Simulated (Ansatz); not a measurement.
`F[SiH]([SiH3])P` + `O[SiH3]` → `F[SiH]([SiH3])O[SiH3]` + PH₃ at 298.15 K and 1 bar (cleavage of the Si–P bond).

Isolated molecules relaxed with PBE0-D4/def2-TZVP in Ansatz; ΔE leaves out vibrations. CCSD(T)/CBS is the MP2 limit (def2-TZVPP, def2-QZVPP) plus CCSD(T) − MP2 in def2-TZVPP, frozen cores. This one scheme is used for every species. Each species was taken in one conformer, which may not be the lowest.

| species | CCSD(T)/CBS energy (Eh) | H − E (kJ/mol) | S (J/(mol·K)) |
| --- | --- | --- | --- |
| `F[SiH]([SiH3])P` | -1022.55000 | 165.7 | 364.3 |
| `O[SiH3]` | -366.69042 | 113.6 | 257.8 |
| `F[SiH]([SiH3])O[SiH3]` | -1046.55730 | 202.4 | 411.2 |
| PH₃ | -342.72256 | 73.1 | 210.2 |

H − E and S are ideal-gas, rigid-rotor, harmonic terms from PBE0-D4/def2-TZVP, for one conformer and one mirror image of each species. 1 Eh = 2625.50 kJ/mol, R = 8.31446 J/(mol·K).

Question: By hand: ΔE, ΔH, ΔS and ΔG.

Answer: ΔE = (-1046.55730) + (-342.72256) − (-1022.55000) − (-366.69042) = -0.03944 Eh = -103.5 kJ/mol. Δ(H − E) = 202.4 + 73.1 − 165.7 − 113.6 = -3.8, so ΔH = -107.3 kJ/mol. ΔS = 411.2 + 210.2 − 364.3 − 257.8 = -0.7 J/(mol·K). ΔG = -107.3 − 298.15 × (-0.7)/1000 = -107.1 kJ/mol.

Question: By hand: the equilibrium constant, and the temperature at which ΔG would vanish if ΔH and ΔS stayed fixed.

Answer: log₁₀ K = −ΔG/(RT ln 10) = 18.8. ΔG = 0 at ΔH/ΔS = 153286 K, far beyond where these terms or the molecules hold.

The number of gas molecules stays the same, so ΔS is small and ΔH decides. A doubt of 5 kJ/mol in ΔE shifts log₁₀ K by 0.9 here. Other conformers and mirror images would add mixing entropy, several J/(mol·K) or more a flexible species. Modes under 60 cm⁻¹, often nearly free rotors, make the harmonic entropy too high. These are equilibria of isolated gas molecules and say nothing of rates. Largest T1 diagnostic: 0.014 (customary marks: 0.02 for closed shells, 0.045 for open ones).
